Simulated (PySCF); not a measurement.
# How the method changes the constants of ICl

State: ¹Σ⁺ (singlet), closed shell. Set-up: basis I x2c-SVPall, Cl x2c-SVPall; spin-free X2C with a Gaussian nucleus; PySCF 2.14. De refers to I + Cl in their high-spin ground configurations, without counterpoise correction. A positive dipole means I(−)Cl(+).

```tsv
Level	Re (Å)	ωe (cm⁻¹)	De (eV)	μ (D)	CPU s a point (SCF and correlation, without the integrals)
RHF	2.361	401	0.65	-1.63	0.083
RHF-MP2	2.375	381	1.82	n/a	0.12
RHF-SCS-MP2	2.386	372	1.75	n/a	n/a
RHF-CCSD	2.392	365	1.67	n/a	n/a
RHF-CCSD(T)	2.401	354	1.77	n/a	0.67
PBE	2.388	360	2.48	-1.28	0.72
PW91	2.387	360	2.51	-1.27	0.66
r²SCAN	2.377	370	2.22	-1.35	0.75
r²SCANh	2.368	377	2.14	-1.36	0.84
PBE0	2.361	382	2.21	-1.36	1.3
M06-2X	2.358	391	1.95	-1.39	0.8
LC-ωPBE	2.334	409	1.92	-1.48	1.3
```

(1) Which functional lies closest to RHF-CCSD(T) in De, which farthest, and by how much do they differ from it?

(2) What does a quarter of exact exchange do here, going from PBE to PBE0?

(3) What does all correlation do here, going from RHF to RHF-CCSD(T)?

Correlated steps freeze 23 core orbitals. Correlated levels converge slowly with the basis: in double zeta they bind strong bonds too weakly, by up to about 1 eV, and carry superposition errors of some tenths. Spin–orbit coupling is left out, which matters for elements this heavy, above all for dissociation energies. Where the molecule has an RHF reference, its open-shell atoms are computed with UHF.

The whole job (state search and all levels along the bond) took about 1.9 min on 1 thread of Oxide Virtual Turin-like (shared host), peak memory 0.62 GiB.

Results:

(1) Closest is LC-ωPBE (-6.7 pm in Re, +15.5 % in ωe, +0.15 eV in De against RHF-CCSD(T) in the same basis), farthest PW91 (-1.4 pm in Re, +1.7 % in ωe, +0.74 eV in De). CCSD(T) converges more slowly with the basis than the functionals do and binds too weakly in this one, so the order can change at the basis-set limit.

(2) PBE0 less PBE: -2.7 pm in Re, +6.1 % in ωe, -0.27 eV in De. Exact exchange removes part of the self-interaction that spreads semilocal densities, and in most molecules shortens and stiffens the bond and lowers De; so it does here.

(3) RHF-CCSD(T) less RHF: +4.0 pm in Re, -11.7 % in ωe, +1.12 eV in De. Correlation nearly always deepens the well. The bond lengthens, as in strong covalent bonds, where excitations into antibonding orbitals dominate.
